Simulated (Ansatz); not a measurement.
Ideal-gas functions of CH₄S₂Si, SMILES `C[SiH]1SS1` at 800 K and 1 bar, from an Ansatz frequency run at PBE0-D4/def2-TZVP.

Molar mass 108.26 g/mol, point group Cs (symmetry number 1), electronic degeneracy 1, moments of inertia 94.091, 174.761, 232.271 u Å². Harmonic wavenumbers (cm⁻¹, unscaled): 143, 168, 206, 431, 464, 587, 606, 696, 770, 789, 908, 1273, 1439, 1440, 2258, 3053, 3135, 3159.

Use S(trans) = R[1.5 ln M + 2.5 ln T − 1.1517]; rotational temperatures θ = 24.2544 K / I; S(rot) = R[ln(√π/σ · √(T³/θAθBθC)) + 1.5]; for each mode x = 1.438777 ν̃/T, S = R[x/(eˣ − 1) − ln(1 − e⁻ˣ)] and H = RT x/(eˣ − 1); 1 cm⁻¹ = 0.0119627 kJ/mol; R = 8.31446 J/(mol·K).

Task: By hand: the entropy, in J/(mol·K).

Result: Translation 187.8. Rotation: θ = 0.2578, 0.1388, 0.1044 K, giving 123.8. Vibration, mode by mode: 19.63, 18.30, 16.62, 10.64, 10.06, 8.24, 8.00, 6.97, 6.24, 6.07, 5.10, 3.03, 2.40, 2.40, 0.74, 0.22, 0.20, 0.19, in all 125.0. Electronic 0.0. Sum 436.6 J/(mol·K).

Task: By hand: H − E and G − E in kJ/mol, counted from the electronic energy.

Result: Zero-point energy ½ × 21525 × 0.0119627 = 128.7; thermal vibration 50.6; translation, rotation and pV give 4 RT = 26.6. H − E = 205.9 kJ/mol, and G − E = 205.9 − 800 × 436.6/1000 = -143.4 kJ/mol.

Vibration gives 29 % of the entropy, 19.6 J/(mol·K) of it from the mode under 150 cm⁻¹: soft modes count most, and the harmonic formula is weakest for them.
